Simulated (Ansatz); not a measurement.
C3H5FSi can be A, `CC1=C(F)[SiH2]1`, or B, `FC1([SiH3])C=C1`.

Computed with Ansatz on PBE0-D4/def2-TZVP structures; ΔE is electronic, products minus reactants. CBS: MP2 limit from def2 TZ/QZ plus the TZ coupled-cluster correction, frozen cores. DFT in def2-TZVPP. B3LYP here is the variant with VWN-RPA as its local correlation; programs differ in this.

A:

```xyz
10

C     0.193    0.949    1.262
C     0.014    0.005    0.137
C    -0.103   -1.294   -0.099
F    -0.107   -2.383    0.659
Si   -0.190   -0.395   -1.645
H     1.095    1.548    1.120
H    -0.647    1.647    1.311
H     0.267    0.428    2.219
H    -1.470   -0.165   -2.363
H     0.948   -0.340   -2.600
```

B:

```xyz
10

F    -1.096    0.261    1.512
C    -0.402   -0.108    0.341
Si    0.993    1.117    0.048
C    -1.203   -0.807   -0.674
C    -0.406   -1.545    0.031
H     0.447    2.488   -0.126
H     1.936    1.109    1.195
H     1.709    0.707   -1.188
H    -1.963   -0.709   -1.432
H    -0.015   -2.513    0.293
```

(1) Which is lower in electronic energy at CCSD(T)/CBS, and by how much? (Estimate.)

(2) Give E(B) − E(A) in kJ/mol with B3LYP-D4, MP2/def2-TZVPP, r2SCAN-D4, B3LYP, CCSD/def2-TZVPP, PBE0-D4, ωB97M-V. (Best estimate.)

Largest T1 diagnostic: 0.013.

## Answers

(1) The calculation gave: A, by 67.5 kJ/mol.

(2) Ansatz gave: B3LYP-D4 69.8, MP2/def2-TZVPP 71.0, r2SCAN-D4 75.4, B3LYP 70.9, CCSD/def2-TZVPP 69.7, PBE0-D4 76.8, ωB97M-V 68.6. None reverses the order clearly.

In def2-TZVPP, CCSD(T) changes the Hartree–Fock value by +7.1 kJ/mol (the triples alone add +1.3 kJ/mol) and MP2 by +7.0 kJ/mol.
